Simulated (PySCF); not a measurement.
Vertical excitations of a molecule C₄H₂BrCl from TDA-M06-2X/def2-SVPD run with PySCF 2.14.0, as energy in eV (oscillator strength): 4.85 (0.000), 5.31 (0.000), 5.55 (0.335), 6.13 (0.001), 6.15 (0.034), 6.37 (0.029), 6.43 (0.000), 6.61 (0.002), 6.72 (0.000), 6.93 (0.026). Lowest triplet (TDA): 3.44 eV. Geometry: ωB97X-D3(BJ)/def2-SVP. Other conformers were not sampled.

### Question
Pick the molecule that these values belong to.
A) C#C/C=C(/Cl)Br
B) C#C/C(Br)=C\Cl
C) C#C/C(Cl)=C\Br

### Answer
B, C#C/C(Br)=C\Cl
